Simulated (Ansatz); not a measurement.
`[SiH3]OB(Cl)Br` + H₂S → `SB(Cl)Br` + silanol at 700 K and 1 bar (ligand exchange at a B–O bond).

Calculated with Ansatz (gas phase, PBE0-D4/def2-TZVP geometries, no zero-point term in ΔE). CCSD(T)/CBS is the MP2 limit (def2-TZVPP, def2-QZVPP) plus CCSD(T) − MP2 in def2-TZVPP, frozen cores. This one scheme is used for every species. For Br outer-core shells are correlated without core-valence functions, which leaves a few kJ/mol of doubt a bond. Scalar relativity is left out up to krypton. One conformer a species, not always the lowest.

```tsv
species	CCSD(T)/CBS energy (Eh)	H − E (kJ/mol)	S (J/(mol·K))
`[SiH3]OB(Cl)Br`	-3424.11513	167.1	472.0
H₂S	-398.97279	64.8	236.9
`SB(Cl)Br`	-3456.37310	92.2	393.7
`O[SiH3]`	-366.69042	144.6	321.6
```

H − E and S are ideal-gas, rigid-rotor, harmonic terms from PBE0-D4/def2-TZVP, for one conformer and one mirror image of each species. 1 Eh = 2625.50 kJ/mol, R = 8.31446 J/(mol·K).

Problem. By hand: ΔE, ΔH, ΔS and ΔG.

Solution. ΔE = (-3456.37310) + (-366.69042) − (-3424.11513) − (-398.97279) = 0.02440 Eh = 64.1 kJ/mol. Δ(H − E) = 92.2 + 144.6 − 167.1 − 64.8 = 4.9, so ΔH = 69.0 kJ/mol. ΔS = 393.7 + 321.6 − 472.0 − 236.9 = 6.4 J/(mol·K). ΔG = 69.0 − 700 × (6.4)/1000 = 64.5 kJ/mol.

Problem. By hand: the equilibrium constant, and the temperature at which ΔG would vanish if ΔH and ΔS stayed fixed.

Solution. log₁₀ K = −ΔG/(RT ln 10) = -4.8. ΔG = 0 at ΔH/ΔS = 10781 K, far beyond where these terms or the molecules hold.

The number of gas molecules stays the same, so ΔS is small and ΔH decides. A doubt of 5 kJ/mol in ΔE shifts log₁₀ K by 0.4 here. Other conformers and mirror images would add mixing entropy, several J/(mol·K) or more a flexible species. These are equilibria of isolated gas molecules and say nothing of rates. Largest T1 diagnostic: 0.011 (customary marks: 0.02 for closed shells, 0.045 for open ones).
